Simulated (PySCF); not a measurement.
## Correlation energy of Te (tellurium, neutral)

[Kr] 4d10 5s2 5p3 5d1, high-spin 5D determinant (an excited configuration). All numbers are calculated (PySCF 2.14, scalar relativity by spin-free X2C-1e, in x2c-QZVPPall with one added diffuse shell each of s, p, d, f type (14s10p8d5f1g, 128 functions)). Frozen: [Ar] 3d10; 24 electrons correlated.

MP2 pair energies summed by pair of shells (mhartree):

```tsv
pair	energy	share (%)
4d-4d	-333.75	44.3
4p-4d	-107.24	14.2
4d-5s	-65.65	8.7
4d-5p	-62.27	8.3
5s-5p	-43.46	5.8
4p-4p	-39.11	5.2
4s-4d	-28.59	3.8
4s-4p	-14.83	2.0
5p-5p	-12.73	1.7
4p-5s	-9.46	1.3
5s-5s	-8.57	1.1
4p-5p	-7.04	0.9
5p-5d	-6.98	0.9
5s-5d	-4.64	0.6
4s-4s	-3.42	0.5
4d-5d	-3.03	0.4
4s-5s	-1.21	0.2
4s-5p	-1.01	0.1
4p-5d	-0.29	0.0
4s-5d	-0.05	0.0
```

Total MP2 correlation energy: -753.32 mhartree.

Same-spin part -270.65 and opposite-spin part -482.67 mhartree; SCS-MP2 scales them by 1/3 and 6/5 to -669.43 mhartree.

This basis was not built for core-valence correlation, so the inner-shell part is incomplete.
